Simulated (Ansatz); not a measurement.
Gas-phase reaction in SMILES: C[C@H](Cl)CCCl → C[C](Cl)CCCl + H atom (the C-H bond at the site shown breaks; other sites are not compared here)
Structures are relaxed separately at B3LYP-D3(BJ)/def2-TZVP in Ansatz (a program for electronic structure), one conformer each, not searched for the lowest.

Property: bond dissociation energy (electronic energy difference), in kcal/mol. Valence correlation only, unless marked. Open shells are spin-unrestricted. Spin-orbit coupling is left out. No relativistic terms. CBS(X,Y): correlation extrapolated as X^-3; Hartree-Fock from the larger set.

CCSD(T)/CBS(cc-pV(T+d)Z,cc-pV(Q+d)Z) (Ansatz) gives 104.2 kcal/mol.

Problem. Another calculation gave 98.1 kcal/mol. Which level was it?
A) wB97X-V/def2-TZVPD (Ansatz)
B) revPBE/def2-TZVPD (Ansatz)
C) SVWN5/def2-TZVPD (Ansatz)
D) LC-wPBE/def2-TZVPD (Ansatz)

Solution. D, LC-wPBE/def2-TZVPD (Ansatz). The others give 101.8 (wB97X-V), 95.0 (revPBE), 107.8 (SVWN5) kcal/mol.
